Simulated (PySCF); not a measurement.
1-chlorocyclopenta-1,3-diene (C₅H₅Cl), SMILES ClC1=CC=CC1. Geometry: PBE-D3(BJ)/def2-SVP. Other conformers were not sampled.

Computed equilibrium geometry at PBE-D3(BJ)/def2-SVP (PySCF confirms it by a frequency run) as Cartesian coordinates in Å, and its point group (one conformer of several):
point group Cs.
```xyz
11

Cl    -0.0017    -2.0148     0.0000
C     -0.0665    -0.2897     0.0000
C     -1.1802     0.4978     0.0000
C     -0.7428     1.8976     0.0000
C      0.6192     1.9611     0.0000
C      1.1734     0.5625     0.0000
H     -2.2197     0.1465     0.0000
H     -1.4303     2.7553     0.0000
H      1.2384     2.8675     0.0000
H      1.8112     0.3527     0.8881
H      1.8112     0.3527    -0.8881
```
